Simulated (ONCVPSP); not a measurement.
## Scattering properties, ONCV potential for Pt (Z = 78)

```
Element                 : Pt
Generator               : ONCVPSP 4.0.1
Type                    : optimised norm-conserving Vanderbilt (ONCV)
Functional              : PBE
Relativity              : fully relativistic
Frozen core             : [Kr] 4d10 4f14
Valence charge          : 18
Reference configuration : 5s2 5p6 5d9 6s0.5 (charge +0.5)
Partial waves           : 5s+6s: rc 1.55 bohr, ncon 4, nbas 7, qcut 7.5 1/bohr, 2 projectors; 5p: rc 1.75 bohr, ncon 4, nbas 8, qcut 6.3 1/bohr, 3 projectors, debl 1.7 Ha; 5d: rc 2.10 bohr, ncon 4, nbas 9, qcut 6.3 1/bohr, 2 projectors, debl 3.6 Ha
Local potential         : polynomial inside 1.40 bohr (lpopt 3, dvloc0 3 Ha)
Core correction         : polynomial model core, fcfact 0.2
```

Open shells are filled in proportion to 2j + 1.

In the p channel the program set the typed energies aside and used -2.056, 0.250, 1.950 Ha (j = l + 1/2; the other j can differ).

The phase is arctan(r·R′/R) of the radial function R(r), unwrapped; energies in Ha, scanned from -5 to 5 Ha. A pole is an energy at which the radial function vanishes at the test radius. The pseudo phase is shifted by a multiple of π to meet the all-electron one at the reference energy, and phase errors are pseudo minus all-electron; the curves can meet again beyond the range given. Levels narrower than the energy grid can be missing from the lists of poles.

| channel | radius (bohr) | reference energy (Ha) | poles, all-electron | poles, pseudo | unbroken range about the reference energy with phases within 0.05 rad | phase error 1 Ha above the reference energy (rad) |
| --- | --- | --- | --- | --- | --- | --- |
| s | 1.58 | -0.34 | -3.42 | -3.42 | the whole range | -0.001 |
| p3/2 | 1.78 | -2.06 | -1.59 | -1.59 | the whole range | +0.000 |
| p1/2 | 1.78 | -2.60 | -2.31 | -2.31 | the whole range | +0.000 |
| d5/2 | 2.13 | -0.35 | 0.18 | 0.18 | the whole range | +0.000 |
| d3/2 | 2.13 | -0.40 | 0.08 | 0.08 | the whole range | +0.000 |

Phases in the d3/2 channel:

```csv
E (Ha),all-electron,pseudo
-4.96,1.389,1.389
-4.48,1.377,1.377
-4.00,1.362,1.362
-3.52,1.343,1.343
-3.04,1.318,1.318
-2.56,1.282,1.282
-2.08,1.226,1.226
-1.60,1.121,1.121
-1.12,0.826,0.826
-0.64,-0.590,-0.590
-0.16,-1.441,-1.441
0.32,-1.664,-1.664
0.80,-1.822,-1.821
1.28,-2.052,-2.051
1.76,-2.665,-2.663
2.24,-3.832,-3.831
2.72,-4.308,-4.308
3.20,-4.481,-4.481
3.68,-4.571,-4.571
4.16,-4.628,-4.627
4.64,-4.669,-4.669
```
